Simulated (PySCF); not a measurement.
Species: [TaO4]3- (charge -3 and singlet state).
Geometry (PBE0-D3(BJ)/def2-SVP, Å), atoms numbered from 1 in this order:
```xyz
5
TaO4 angstrom
Ta     0.000    0.000    0.000
O      0.014   -0.014    1.884
O      1.771    0.010   -0.642
O     -0.897    1.541   -0.609
O     -0.888   -1.537   -0.633
```

The calculation used PBE0-D3(BJ)/def2-SVP geometry optimisation, gas phase, def2 core potentials past Kr (PySCF).

Which atoms are bound to Ta1, and at what distances?

4 atoms: O3 1.884 Å, O2 1.884 Å, O4 1.884 Å, O5 1.884 Å.

What is the shape at Ta1?

Tetrahedral: angles from 109.4° to 109.6°; τ4 = (360° − α − β)/141° = 1.00 with α and β the two widest (0 for a square, 1 for a tetrahedron).

What are the rotational constants (commonest isotopes, rigid rotor)?

A = 3340, B = 3337, C = 3336 MHz: a spherical top.

Point group: Td (every atom within 0.08 Å of its image). Charge -3, singlet. Whether so highly charged an anion holds all its electrons in the gas phase wasn't checked; a finite basis holds them in any case. No counter-ion or solvent screens the charge of this multiply charged ion. Not checked by PBE0-D3(BJ)/def2-SVP frequencies.

On one thread of an Arm Neoverse V1 (shared host), this took 16 s wall. This is the geometry optimisation.
